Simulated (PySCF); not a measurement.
Mo(NH)(S)(Cl)2 (Cl2HMoNS), SMILES [NH]=[Mo]([Cl])(=[S])[Cl], multiplicity 1. Heavy atoms are numbered as in [Mo:1](=[NH:2])(=[S:4])([Cl:5])[Cl:6]. Hydrogens are named by the atom that carries them.

Coordinates come from a B3LYP-D3(BJ)/def2-SVP optimisation. The spin state was assumed, not searched. The structure was generated by enumeration; whether it is a known compound was not checked. The def2 effective core potentials stand for the cores of Mo; spin–orbit coupling is left out.

The numbers are results of B3LYP/def2-TZVP run with PySCF, not measurements.

Atomic charges (e), one atom of each kind:

```
atom     Löwdin    Mulliken
-------  ------  ----------
Mo1       -0.23        1.30
N2 (NH)   -0.28  (withheld)
H on N2    0.17  (withheld)
S4         0.18  (withheld)
Cl5        0.08       -0.33
```

Q: Fill in the missing entries. (The exact figures need the calculation; the answer reports its results.)

A: 
- N2 (NH), Mulliken: -0.59
- H on N2, Mulliken: 0.26
- S4, Mulliken: -0.31
